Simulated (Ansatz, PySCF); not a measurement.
Bi(BH4)3 in two programs

Bi(BH4)3 (singlet), relaxed with PySCF 2.14.0, RKS TPSS, Bi def2-SVP with ECP60, B def2-SVP, H def2-SVP; non-relativistic Hamiltonian with scalar-relativistic core potentials where named; density fitting; no spin-orbit coupling:

```xyz
16

Bi    0.0000    0.0000    0.6448
B     2.4207    0.0083   -0.0478
H     3.2333    0.1220   -0.9451
H     2.6017   -0.8829    0.7671
H     1.4275   -0.3412   -0.8263
H     2.1816    1.1080    0.4683
B    -1.2175    2.0922   -0.0478
H    -1.7223    2.7391   -0.9451
H    -0.5362    2.6946    0.7671
H    -0.4182    1.4069   -0.8263
H    -2.0504    1.3353    0.4683
B    -1.2031   -2.1005   -0.0478
H    -1.5110   -2.8611   -0.9451
H    -2.0655   -1.8117    0.7671
H    -1.0093   -1.0656   -0.8263
H    -0.1312   -2.4433    0.4683
```

There the HOMO–LUMO gap is 4.60 eV. 

The same geometry by Ansatz 0.2.0 (PBE, PAW, a periodic box with 9 Å of vacuum):

```tsv
spin-orbit coupling	gap (eV)	largest force component (eV/Å)
without	4.35	0.18
```

Question: What does the run with spin-orbit coupling give?

Answer: gap (eV): 3.68, largest force component (eV/Å): 0.20. It took 29 s on 2 threads of Arm Neoverse V2 (shared host), peak memory 2.8 GiB.

The spin-orbit runs use fully relativistic datasets of their own, so changes of a few hundredths of an eV needn't come from the coupling.

No frequency check is given that shows the relaxed geometry to be a minimum.

The two programs differ in functional, so their gaps don't test each other.
